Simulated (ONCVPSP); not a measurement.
**Zn: ONCV pseudisation with PBE, scalar-relativistic reference atom.**

Zn (Z = 30), optimised norm-conserving Vanderbilt (ONCV), made with ONCVPSP 4.0.1 (PBE, scalar-relativistic). Core [Ne], reference 3s2 3p6 3d10 4s1 (charge +1). Waves: 3s+4s: rc 1.35 bohr, ncon 3, nbas 7, qcut 6.8 1/bohr, 2 projectors; 3p: rc 0.70 bohr, ncon 4, nbas 8, qcut 11.6 1/bohr, 2 projectors, debl 3.6 Ha; 3d: rc 0.70 bohr, ncon 3, nbas 8, qcut 22.9 1/bohr, local. Local part: the d channel. Core correction: Teter function, fcfact 5.5, rcfact 1.05.

Task: Does the generator finish with these settings?

Result: Yes, a potential is produced and its reference levels are reproduced.

Task: Estimate the cutoffs (Ha) at which the residual kinetic energy of the hardest occupied pseudo-wave falls to 1 and 0.1 mHa per electron.

Result: 185 Ha and 382 Ha.

Task: What does a ghost test show?

Result: No bound ghost flagged; GHOST(+) flagged for s at 65.7 eV.

Task: Tests: 3s2 3p6 3d10 4s2; 3s2 3p6 3d10 4s0; 3s2 3p6 3d9 4s0; 3s2 3p5 3d10 4s2. Which has the largest error in its energy relative to the reference configuration, and how large is it?

Result: 3s2 3p6 3d9 4s0, with -8.5 meV (all-electron minus pseudo) on +58.98 eV.
